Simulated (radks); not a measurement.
The numbers below are computed, except where a source is named.
Question: Ionisation of the thulium ion Tm48+, [Ar] 3d3, to Tm49+, [Ar] 3d2, under several functionals. Dirac Kohn-Sham, spin-unpolarised, spherical densities, finite nucleus; open shells fill j = l - 1/2 first; a radial shooting solver on a logarithmic mesh with Libxc functionals. Known Delta-SCF values: PW91 4205.2 eV; HCTH/407 4213.5 eV; PBEsol 4204.0 eV. What does BLYP give, and what is its highest occupied eigenvalue?

Answer: 4204.7 eV by Delta-SCF; the 3d3/2 eigenvalue is -4140.6 eV. NIST: 4199 eV (theoretical).

Beside tabulated values, note that spin-unpolarised runs miss the spin-polarisation part of the exchange energy of open shells.
